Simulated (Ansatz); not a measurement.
Species: C2H8GeN (charge 0, doublet). It need not be the lowest isomer of its formula. 
Coordinates optimised at B3LYP-D3(BJ)/def2-TZVP (Ansatz, a quantum-chemistry and plane-wave program):
```
N
C 1 1.4475
H 2 1.0896 1 110.47
H 2 1.0963 3 108.04 1 -120.29
H 2 1.0987 3 108.40 4 -116.12
C 1 1.4475 2 113.63 3 -179.49
H 6 1.0896 1 110.47 2 179.49
H 6 1.0963 7 108.04 1 120.29
H 6 1.0987 7 108.40 8 116.12
Ge 1 1.8610 2 120.63 3 25.64
H 10 1.5612 1 102.98 2 -46.81
H 10 1.5612 11 108.94 3 135.76
```
Charge 0, spin multiplicity 2.

Parts of the frozen-core correlation energy in def2-QZVPPD (Ansatz, hartree). Frozen orbitals: 17; correlated occupied orbitals by spin: 13 and 12; virtual: 518 and 519. Open shells are spin-unrestricted. Spin-orbit coupling is left out. No relativistic terms.

```json
[
 {"term": "reference (HF)", "value": "-2210.26503"},
 {"term": "MP2 opposite-spin", "value": "…"},
 {"term": "MP2 same-spin", "value": "…"},
 {"term": "CCSD correlation", "value": "…"},
 {"term": "(T)", "value": "-0.03174"},
 {"term": "T1 diagnostic", "value": "0.017"},
 {"term": "largest doubles amplitude", "value": "0.013"},
 {"term": "<S^2> of the reference", "value": "0.764"}
]
```

Question: Complete the blanks.

Answer: 
- MP2 opposite-spin, value: -0.56577
- MP2 same-spin, value: -0.15248
- CCSD correlation, value: -0.75661
